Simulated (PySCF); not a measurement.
Exact simulation of a proton spin system

Molecule: SMILES c1(-c2ccncc2)ccncc1, C₁₀H₈N₂.

Bonds (- single, = double, # triple, : aromatic): C1:C2, C2:C3, C3-C4, C4:C5, C5:C6, C6:N7, N7:C8, C8:C9, C3:C10, C10:C11, C11:N12, N12:C1, C9:C4. C1 carries H13; C2 carries H14; C5 carries H15; C6 carries H16; C8 carries H17; C9 carries H18; C10 carries H19; C11 carries H20.

Computed data (PySCF): geometry: PBE0-D3(BJ)/def2-SVP, J couplings at B3LYP/pcJ-1 (without the spin–dipole term), shieldings: GIAO PBE0/pcSseg-1. Averaged over atoms made equivalent by symmetry, fast rotation or ring inversion, single conformer, non-relativistic, isolated molecule.

References, each an isolated molecule treated in the same way: 1H vs TMS.

Shifts (ppm): H13/H20 8.94, H14/H19 7.42.
Couplings (Hz): H13–H14, H19–H20: 5.8; H13–H19, H14–H20: 0.9; H13–H20: -0.8; H14–H19: 1.7.

The 4-spin Hamiltonian (Zeeman plus full scalar coupling among like nuclei) was diagonalised exactly; lines are Lorentzian, 1.0 Hz wide, and the maxima above 3 % are listed with the tallest set to 100.

(1) Give the 1H peak list of this spin system at 60 MHz.

(2) And at 500 MHz?

(3) Among coupled protons with different shifts, which pair is furthest from first order, and how does the field change that?

Answers

(1) 
Hz from δ = 0 (height): 539.8 (88), 538.5 (47), 534.6 (55), 533.2 (100), 448.4 (100), 447.0 (55), 443.1 (47), 441.8 (88)

(2) 
δ in ppm (height): 8.947 (99), 8.944 (53), 8.936 (54), 8.933 (100), 7.427 (100), 7.424 (54), 7.416 (53), 7.413 (99)

(3) H13 and H14: Δν/J is about 15.7 at 60 MHz (close to first order) and 131.0 at 500 MHz (close to first order). J in Hz doesn't depend on the field, while Δν in Hz grows in proportion to it. The system also holds chemically equivalent protons that couple differently to a partner (AA′BB′ or AA′XX′ type), and that part stays second order at any field.

Unscaled 3J(H,H) at this level run about 10 % above measured values.
